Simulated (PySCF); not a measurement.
Molecular orbitals of ZnB

MN15 at R = 2.223 Å; PySCF, no relativity, basis sets Zn def2-SVP, B def2-SVP. State: ²Π (doublet), unpaired electrons π ↑. Only the outer orbitals are listed, counted within each symmetry.

```
spin  orbital  occ.  ε (eV)  on Zn (%)           main shells (%)
   α       7σ     1  -15.05         94                   94 Zn d
   α       3π     1  -14.86        100                  100 Zn d
   α       3π     1  -14.84        100                  100 Zn d
   α       1δ     1  -14.82        100                  100 Zn d
   α       1δ     1  -14.82        100                  100 Zn d
   α       8σ     1  -11.87         29           70 B s, 19 Zn s
   α       9σ     1   -7.06         58   58 Zn s, 23 B p, 19 B s
   α       4π     1   -5.31          9            91 B p, 8 Zn p
   α      10σ     0   -2.06         53  49 B p, 29 Zn s, 23 Zn p
   α       4π     0   -1.99         14           86 B p, 14 Zn p
   α       5π     0    1.99         90           90 Zn p, 10 B p
   β       7σ     1  -15.02         96                   96 Zn d
   β       3π     1  -14.88        100                  100 Zn d
   β       3π     1  -14.82        100                  100 Zn d
   β       1δ     1  -14.81        100                  100 Zn d
   β       1δ     1  -14.81        100                  100 Zn d
   β       8σ     1  -10.80         35           63 B s, 28 Zn s
   β       9σ     1   -6.65         67           64 Zn s, 26 B s
   β       4π     0   -1.70         17           83 B p, 16 Zn p
   β      10σ     0   -1.44         38  62 B p, 22 Zn p, 15 Zn s
   β       4π     0   -1.25         19           81 B p, 19 Zn p
```

Q: Which are the highest filled and the lowest empty level, where do they sit, and how wide is the gap?

A: Highest filled α 4π at -5.31 eV (in %: 91 B p, 8 Zn p); lowest empty α 10σ at -2.06 eV (in %: 49 B p, 29 Zn s, 23 Zn p); the gap at MN15 is 3.25 eV.

The bond order (Mayer) is 0.83 and the ⟨S²⟩ is 0.802. The charge on Zn (Mulliken, basis-dependent) is 0.14 and the charge on Zn (Löwdin, basis-dependent) is 0.30. The dipole moment (positive dipole means Zn(−)B(+)) is -1.69 D.

The state was picked by a PBE0 search and need not be the measured ground state.
